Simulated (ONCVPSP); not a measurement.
# Al (Z = 13) ONCV: all-electron and pseudo phase curves

Al, optimised norm-conserving Vanderbilt (ONCV), made with ONCVPSP 4.0.1 (LDA (Perdew-Zunger), scalar-relativistic). Core [He], reference 2s2 2p6 3s2 3p1. Waves: 2s+3s: rc 1.15 bohr, ncon 4, nbas 7, qcut 13.2 1/bohr, 2 projectors; 2p+3p: rc 1.05 bohr, ncon 3, nbas 7, qcut 11.7 1/bohr, 2 projectors; d scattering state at 0.39 Ha: rc 1.00 bohr, ncon 3, nbas 7, qcut 10.5 1/bohr, 2 projectors, debl 0.5 Ha. Local part: polynomial inside 0.85 bohr (lpopt 5, dvloc0 0 Ha). Core correction: polynomial model core, fcfact 0.45.

The phase is arctan(r·R′/R) of the radial function R(r), unwrapped; energies in Ha, scanned from -5 to 5 Ha. A pole is an energy at which the radial function vanishes at the test radius. The pseudo phase is shifted by a multiple of π to meet the all-electron one at the reference energy, and phase errors are pseudo minus all-electron; the curves can meet again beyond the range given. Levels narrower than the energy grid can be missing from the lists of poles.

```json
{"channel": "s", "radius (bohr)": "1.17", "reference energy (Ha)": "-0.29", "poles, all-electron": "-3.37", "poles, pseudo": "-3.37", "unbroken range about the reference energy with phases within 0.05 rad": "the whole range", "phase error 1 Ha above the reference energy (rad)": "-0.000"}
{"channel": "p", "radius (bohr)": "1.07", "reference energy (Ha)": "-0.10", "poles, all-electron": "-1.75", "poles, pseudo": "-1.75", "unbroken range about the reference energy with phases within 0.05 rad": "the whole range", "phase error 1 Ha above the reference energy (rad)": "+0.000"}
{"channel": "d", "radius (bohr)": "1.02", "reference energy (Ha)": "0.39", "poles, all-electron": "none", "poles, pseudo": "none", "unbroken range about the reference energy with phases within 0.05 rad": "the whole range", "phase error 1 Ha above the reference energy (rad)": "-0.000"}
```

Phases in the s channel:

```tsv
E (Ha)	all-electron	pseudo
-4.96	0.379	0.379
-4.72	-0.054	-0.055
-4.48	-0.590	-0.590
-4.24	-1.007	-1.006
-4.00	-1.261	-1.261
-3.76	-1.418	-1.418
-3.52	-1.522	-1.522
-3.28	-1.597	-1.597
-3.04	-1.656	-1.656
-2.80	-1.704	-1.704
-2.56	-1.746	-1.746
-2.32	-1.784	-1.784
-2.08	-1.819	-1.819
-1.84	-1.854	-1.854
-1.60	-1.888	-1.889
-1.36	-1.924	-1.924
-1.12	-1.962	-1.962
-0.88	-2.003	-2.003
-0.64	-2.048	-2.048
-0.40	-2.098	-2.098
-0.16	-2.155	-2.155
0.08	-2.222	-2.222
0.32	-2.300	-2.300
0.56	-2.393	-2.393
0.80	-2.504	-2.504
1.04	-2.636	-2.636
1.28	-2.791	-2.792
1.52	-2.967	-2.969
1.76	-3.158	-3.160
2.00	-3.351	-3.353
2.24	-3.533	-3.536
2.48	-3.696	-3.699
2.72	-3.835	-3.838
2.96	-3.951	-3.955
3.20	-4.048	-4.052
3.44	-4.129	-4.133
3.68	-4.196	-4.200
3.92	-4.253	-4.257
4.16	-4.302	-4.305
4.40	-4.343	-4.347
4.64	-4.380	-4.383
4.88	-4.411	-4.415
```
